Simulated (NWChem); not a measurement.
System: SiH2ClF; SMILES F[SiH2]Cl

```xyz
5

Si    -0.5293     0.5434     0.0000
F      0.6890     1.5892     0.0000
Cl     0.2263    -1.3743     0.0000
H     -1.3191     0.7262    -1.2351
H     -1.3191     0.7262     1.2351
```
Atoms are numbered in this order, from 1.

All runs use the structure optimised with B3LYP/6-31G* (spherical d).

Symmetry labels are those of Cs in the frame above (b1 and b2, or b-type labels, depend on it).

List the 4 lowest vertical singlet excitations and the 4 lowest triplet ones from LRC-wPBEh/6-31+G* (spherical d), full TDDFT (NWChem).


```csv
state,energy (eV),oscillator strength,symmetry,leading excitation (squared amplitude)
S1,7.84,0.006,a",HOMO → LUMO (0.73)
S2,7.91,0.014,a",HOMO → LUMO+1 (0.74)
S3,8.45,0.040,a',HOMO−1 → LUMO+1 (0.53)
S4,8.62,0.020,a",HOMO → LUMO+2 (0.92)
T1,7.42,spin-forbidden,a",HOMO → LUMO (0.67)
T2,7.56,spin-forbidden,a",HOMO → LUMO+1 (0.70)
T3,7.90,spin-forbidden,a',HOMO−1 → LUMO+1 (0.46)
T4,8.18,spin-forbidden,a',HOMO−1 → LUMO (0.49)
```
